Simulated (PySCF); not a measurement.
C5H9F, SMILES CC1(F)CCC1.

Coordinates come from a PBE0-D3(BJ)/def2-SVP optimisation.

The numbers are results of PBE/def2-TZVP run with PySCF, not measurements.

The molecule is in vacuum.

Computed frontier levels, gap, dipole moment and polarisability:
The highest occupied level is -7.03 eV, the lowest empty level is 0.36 eV and the orbital gap comes out as 7.39 eV. The dipole moment comes out as 0.339 e·Å, the quadrupole, principal values (traceless, Buckingham form, about the centre of nuclear charge) comes out as -4.30, 1.29, 3.01 D·Å and the mean static polarisability is 60.4 bohr³ (8.94 Å³). The polarisability, principal values is 56.6, 60.2, 64.2 bohr³.
